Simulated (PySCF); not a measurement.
H5O4Si, SMILES O[Si](O)(O)[OH2+], charge +1.

The structure is a stationary point at r2SCAN-D4/def2-SVP. The values are those of a single conformer.

Computed with PBE/def2-TZVP in PySCF.

Gas-phase values at a fixed geometry.

Computed frontier levels, gap, dipole moment and polarisability:
```json
{
  "highest_occupied_level": "-12.89 eV",
  "lowest_empty_level": "-6.21 eV",
  "orbital_gap": "6.68 eV",
  "dipole_moment_about_the_centre_of_nuclear_charge": "2.16 D",
  "mean_static_polarisability": "35.6 bohr³ (5.27 Å³)",
  "polarisability_principal_values": "33.4, 35.9, 37.5 bohr³"
}
```
